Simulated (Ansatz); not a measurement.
Basis-set series for `C[Si](C)(C)B(F)F`. The species carries charge 0 and has multiplicity 1. Geometry: relaxed with PBE0-D4/def2-TZVP. It is one conformer, not always the lowest.

```csv
functional,basis,functions,energy (Eh),HOMO (eV),LUMO (eV)
PBE0-D4,def2-SVP,147,-633.08114,-8.03,-0.50
PBE0-D4,def2-QZVPP,682,-633.61600,-8.14,-0.74
ωB97M-V,def2-SVP,147,-633.40036,-10.19,1.57
ωB97M-V,def2-QZVPP,682,-633.94843,-10.32,1.10
```

Give the rows for def2-TZVPP. (Estimate.)

Ansatz gave: 
| functional | basis | functions | energy (Eh) | HOMO (eV) | LUMO (eV) |
| --- | --- | --- | --- | --- | --- |
| PBE0-D4 | def2-TZVPP | 354 | -633.58753 | -8.12 | -0.70 |
| ωB97M-V | def2-TZVPP | 354 | -633.92151 | -10.31 | 1.26 |

Positive LUMOs are unbound and depend on the basis.
